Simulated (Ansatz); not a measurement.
SnH2Me(OMe) (C₂H₈OSn), relaxed as a singlet with RKS PBE-D4/def2-SVP in Ansatz, starting from the GFN2-xTB geometry. Force threshold 0.02 eV/Å.

In the def2 sets Sn takes a core potential; there is no spin–orbit coupling.

Start:

Cartesian coordinates in Å:
```
Sn -0.5322 0.7816 0.2111
H 0.2186 1.8632 1.2867
H -0.9686 1.7201 -1.1380
C -2.0111 -0.5513 1.0149
H -2.8241 0.0010 1.4712
H -1.5391 -1.1852 1.7579
H -2.3994 -1.1728 0.2149
O 0.8276 -0.5451 -0.3772
C 2.0540 -0.2676 -0.9857
H 1.9348 0.2638 -1.9329
H 2.5299 -1.2291 -1.1830
H 2.7095 0.3214 -0.3399
```

Question: Estimate the energy that the relaxation releases and the steps that it takes.

Answer: 3.0 kcal/mol, in 6 steps; 8.5 s on 4 threads of Arm Neoverse V2 on a shared host. No frequencies were taken in this run, so the end may be a saddle point.

Question: Does the start keep its bonding?

Answer: By distances, no bond broke or formed. The bond that changes most is Sn1–H2, from 1.70 to 1.74 Å (atoms count from 1).

Question: Predict the relaxed structure.

Answer: 
```xyz
12

Sn   -0.492    0.700    0.199
H     0.280    1.744    1.357
H    -0.972    1.598   -1.211
C    -2.061   -0.518    1.035
H    -2.848    0.119    1.482
H    -1.628   -1.172    1.815
H    -2.501   -1.143    0.235
O     0.872   -0.673   -0.387
C     2.066   -0.243   -0.994
H     1.908    0.320   -1.949
H     2.678   -1.138   -1.247
H     2.697    0.405   -0.335
```
Bond lengths: 1 × O–Sn 2.02 Å; 1 × C–Sn 2.15 Å; 1 × C–O 1.41 Å; 6 × C–H 1.11 to 1.12 Å; 2 × H–Sn 1.74 Å.
